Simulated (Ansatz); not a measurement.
A nudged elastic band was laid between two geometries of CH₄AlNS (8 atoms, charge 0, multiplicity 1).

Method: RKS PBE0/def2-SVP in Ansatz 0.2.0.

```yaml
movable_images: 9
climbing_image: yes
spring: 5.0 eV/Å²
optimiser: quadratic models (default)
start_path: IDPP
force_threshold: 0.05 eV/Å
iteration_limit: 36
end_points: relaxed
```

Initial state:

```xyz
8
Properties=species:S:1:pos:R:3
N -0.778 1.196 0.589
Al 0.668 0.208 0.376
C 0.448 -1.352 -0.828
S -1.001 -1.621 -1.522
H -0.872 2.028 1.158
H -1.655 0.974 0.126
H 2.024 0.577 1.111
H 1.259 -2.066 -1.065
```

Final state:

```xyz
8
Properties=species:S:1:pos:R:3
N -0.775 1.203 0.580
Al 0.667 0.206 0.378
C 0.447 -1.355 -0.825
S -1.006 -1.636 -1.505
H -1.651 0.985 0.114
H -0.867 2.037 1.148
H 2.019 0.567 1.123
H 1.259 -2.064 -1.070
```

Problem. Which bonds break or form, and what moves?

Solution. No bond is made or broken. The dihedral H6–N1–Al2–C3 goes from 0 to 180°. The two ends are copies of one structure, up to a mirror image or an exchange of like atoms.

Problem. What energy profile does the band end with?

Solution. The forces met the threshold. The highest image is number 5 of 0 to 10, 0.49 eV above the ends, which have the same energy within 2 meV. A vibrational analysis at the climbing image gives 2 clearly imaginary modes (440i, 55i cm⁻¹): a point of higher order, so a lower path passes nearby.

```csv
image,path coordinate (Å),energy (eV),dihedral H6–N1–Al2–C3 (°)
0,0.00,0.00,0
1,0.36,0.04,11
2,0.73,0.15,25
3,1.09,0.30,39
4,1.45,0.44,53
5,1.82,0.49,70
6,2.20,0.43,93
7,2.59,0.29,118
8,2.98,0.13,143
9,3.37,0.02,167
10,3.76,0.00,180
```

Problem. What is the geometry of the highest image?

Solution. 
```xyz
8
Properties=species:S:1:pos:R:3
N -0.878 0.955 1.064
Al 0.545 0.003 0.533
C 0.623 -0.890 -1.240
S -0.661 -0.871 -2.242
H -1.107 1.851 0.644
H -1.759 0.497 1.287
H 1.806 -0.167 1.483
H 1.523 -1.435 -1.586
```

Run time: 4.8 min on 1 thread of Arm Neoverse V1, with other jobs on the host, peak memory 0.16 GiB.
